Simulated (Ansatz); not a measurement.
`C[Se][AlH][F]` + `[SiH3]S` → `[F][AlH][S][SiH3]` + `C[SeH]` at 298.15 K and 1 bar (ligand exchange at the Al–Se bond).

Computed with Ansatz on PBE0-D4/def2-TZVP structures; ΔE is electronic, products minus reactants. CBS: MP2 limit from def2 TZ/QZ plus the TZ coupled-cluster correction, frozen cores. For Se outer-core shells are correlated without core-valence functions, which leaves a few kJ/mol of doubt a bond. Scalar relativity is left out up to krypton. Each species was taken in one conformer, which may not be the lowest.

```
            species  CCSD(T)/CBS energy (Eh)  H − E (kJ/mol)  S (J/(mol·K))
    `C[Se][AlH][F]`              -2783.08628           145.3          348.4
          `[SiH3]S`               -689.27336           102.7          272.7
`[F][AlH][S][SiH3]`              -1031.20495           118.0          357.3
           `C[SeH]`              -2441.15625           129.5          267.5
```

H − E and S are ideal-gas, rigid-rotor, harmonic terms from PBE0-D4/def2-TZVP, for one conformer and one mirror image of each species. 1 Eh = 2625.50 kJ/mol, R = 8.31446 J/(mol·K).

**Question.** By hand: ΔE, ΔH, ΔS and ΔG.

**Answer.** ΔE = (-1031.20495) + (-2441.15625) − (-2783.08628) − (-689.27336) = -0.00156 Eh = -4.1 kJ/mol. Δ(H − E) = 118.0 + 129.5 − 145.3 − 102.7 = -0.5, so ΔH = -4.6 kJ/mol. ΔS = 357.3 + 267.5 − 348.4 − 272.7 = 3.7 J/(mol·K). ΔG = -4.6 − 298.15 × (3.7)/1000 = -5.7 kJ/mol.

**Question.** By hand: the equilibrium constant, and the temperature at which ΔG would vanish if ΔH and ΔS stayed fixed.

**Answer.** log₁₀ K = −ΔG/(RT ln 10) = 1.0. ΔH and −TΔS have one sign here, so there is no such temperature. One of them is within its doubt of zero, so this could turn.

The number of gas molecules stays the same, so ΔS is small and ΔH decides. The sign of ΔG lies within the doubt. A doubt of 5 kJ/mol in ΔE shifts log₁₀ K by 0.9 here. Other conformers and mirror images would add mixing entropy, several J/(mol·K) or more a flexible species. Modes under 60 cm⁻¹, often nearly free rotors, make the harmonic entropy too high. These are equilibria of isolated gas molecules and say nothing of rates. Largest T1 diagnostic: 0.012 (customary marks: 0.02 for closed shells, 0.045 for open ones).
